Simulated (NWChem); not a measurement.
Program: NWChem. System: C₂H₆ClFSi, charge 0, spin multiplicity 1, at a geometry optimised with B3LYP/def2-SVP. The structure started from a generated list of species. Level: RHF/def2-SVP.

The NWChem input:

```
start mol
memory heap 200 mb stack 800 mb global 1000 mb
geometry units angstroms nocenter noautoz noautosym
  C      2.008711    -0.970495    -0.175253
  Si     0.389096    -0.067129    -0.458050
  Cl     0.252007     1.541432     0.866508
  C     -1.085411    -1.228147    -0.150672
  F     -2.278514    -0.599084    -0.478712
  H      2.065798    -1.377487     0.846945
  H      2.120545    -1.804367    -0.888499
  H      2.860870    -0.286866    -0.315093
  H      0.293463     0.480507    -1.836586
  H     -1.124437    -1.550363     0.906442
  H     -0.980891    -2.142357    -0.767196
end
basis spherical
  * library def2-svp
end
scf
  rhf
  nopen 0
  maxiter 100
  thresh 1e-7
  semidirect memsize 60000000 filesize 0
end
task scf energy
```

NWChem printed:

```
             Northwest Computational Chemistry Package (NWChem) 7.3.0
             --------------------------------------------------------

                                NWChem Input Module
                                -------------------

 Scaling coordinates for geometry "geometry" by  1.889725989
 (inverse scale =  0.529177249)

                             Geometry "geometry" -> ""
                             -------------------------

 Output coordinates in angstroms (scale by  1.889725989 to convert to a.u.)

  No.       Tag          Charge          X              Y              Z
 ---- ---------------- ---------- -------------- -------------- --------------
    1 C                    6.0000     2.00871100    -0.97049500    -0.17525300
    2 Si                  14.0000     0.38909600    -0.06712900    -0.45805000
    3 Cl                  17.0000     0.25200700     1.54143200     0.86650800
    4 C                    6.0000    -1.08541100    -1.22814700    -0.15067200
    5 F                    9.0000    -2.27851400    -0.59908400    -0.47871200
    6 H                    1.0000     2.06579800    -1.37748700     0.84694500
    7 H                    1.0000     2.12054500    -1.80436700    -0.88849900
    8 H                    1.0000     2.86087000    -0.28686600    -0.31509300
    9 H                    1.0000     0.29346300     0.48050700    -1.83658600
   10 H                    1.0000    -1.12443700    -1.55036300     0.90644200
   11 H                    1.0000    -0.98089100    -2.14235700    -0.76719600

 Effective nuclear repulsion energy (a.u.)     289.6390888626

            Nuclear Dipole moment (a.u.)
            ----------------------------
        X                 Y               Z
 ---------------- ---------------- ----------------
    -0.0000283459    -0.0000056692    -0.0000170075


 Summary of "ao basis" -> "" (spherical)
 ------------------------------------------------------------------------------
       Tag                 Description            Shells   Functions and Types
 ---------------- ------------------------------  ------  ---------------------
[...]
 Vector   30  Occ=0.000000D+00  E= 1.492381D-01
              MO Center=  1.1D+00, -1.2D+00, -3.0D-01, r^2= 6.2D+00
   Bfn.  Coefficient  Atom+Function         Bfn.  Coefficient  Atom+Function
  ----- ------------  ---------------      ----- ------------  ---------------
     3      2.485732   1 C  s                53      1.225141   4 C  s
    18     -0.946711   2 Si s                80     -0.831760   6 H  s
    85     -0.807151   7 H  s                26      0.777030   2 Si py
    90     -0.777965   8 H  s               105     -0.554682  11 H  s
   100     -0.533676  10 H  s                25     -0.431904   2 Si px

 Vector   31  Occ=0.000000D+00  E= 1.752089D-01
              MO Center=  8.1D-01, -1.2D-01, -4.6D-01, r^2= 4.9D+00
   Bfn.  Coefficient  Atom+Function         Bfn.  Coefficient  Atom+Function
  ----- ------------  ---------------      ----- ------------  ---------------
     3      1.217096   1 C  s                26     -1.026846   2 Si py
    53     -1.023195   4 C  s                25     -0.691616   2 Si px
    27     -0.692518   2 Si pz               36      0.601459   3 Cl s
    85     -0.579512   7 H  s                90     -0.508437   8 H  s
   100      0.506514  10 H  s                44     -0.369317   3 Cl py

 Vector   32  Occ=0.000000D+00  E= 1.797358D-01
              MO Center= -4.7D-01, -9.3D-01, -2.6D-01, r^2= 5.5D+00
   Bfn.  Coefficient  Atom+Function         Bfn.  Coefficient  Atom+Function
  ----- ------------  ---------------      ----- ------------  ---------------
    53      1.888844   4 C  s               105     -1.166298  11 H  s
    25      0.877177   2 Si px              100     -0.803541  10 H  s
    18     -0.539041   2 Si s                57      0.460353   4 C  px
    85     -0.408994   7 H  s                27     -0.395299   2 Si pz
     8     -0.335187   1 C  py               36      0.320250   3 Cl s

 center of mass
 --------------
 x =  -0.12206739 y =   0.12698426 z =   0.04066665

 moments of inertia (a.u.)
 ------------------
         624.911065726602        -101.208362775650         -69.314802412244
        -101.208362775650         821.695392330715        -203.539167765855
         -69.314802412244        -203.539167765855        1135.867391004998

  Mulliken analysis of the total density
  --------------------------------------

    Atom       Charge   Shell Charges
 -----------   ------   -------------------------------------------------------
    1 C    6     6.41   1.99  0.84  0.35  2.05  1.16  0.02
    2 Si  14    13.11   2.00  1.99  0.98 -0.01  5.94  1.20  0.67  0.32
    3 Cl  17    17.37   2.00  1.99  1.19  0.77  5.94  2.09  3.36  0.02
    4 C    6     5.93   1.99  0.87  0.26  1.94  0.80  0.06
    5 F    9     9.39   1.99  1.12  0.83  3.33  2.11  0.01
    6 H    1     0.92   0.73  0.16  0.03
    7 H    1     0.93   0.73  0.17  0.03
    8 H    1     0.92   0.73  0.16  0.03
    9 H    1     1.12   0.75  0.36  0.01
   10 H    1     0.94   0.76  0.16  0.03
   11 H    1     0.95   0.76  0.17  0.03

       Multipole analysis of the density wrt the origin
       ------------------------------------------------

     L   x y z        total         open         nuclear
     -   - - -        -----         ----         -------
     0   0 0 0     -0.000000      0.000000     58.000000

     1   1 0 0      0.919361      0.000000     -0.000028
     1   0 1 0     -1.030943      0.000000     -0.000006
     1   0 0 1     -0.167412      0.000000     -0.000017

     2   2 0 0    -36.721785      0.000000    358.761475
     2   1 1 0     -0.416279      0.000000     40.417214
     2   1 0 1     -1.461221      0.000000     28.787384
     2   0 2 0    -32.777448      0.000000    252.996907
     2   0 1 1     -0.682108      0.000000     99.030400
     2   0 0 2    -33.466701      0.000000     87.397645

 Task  times  cpu:        4.6s     wall:        4.6s

 Total times  cpu:        4.6s     wall:        4.6s
```
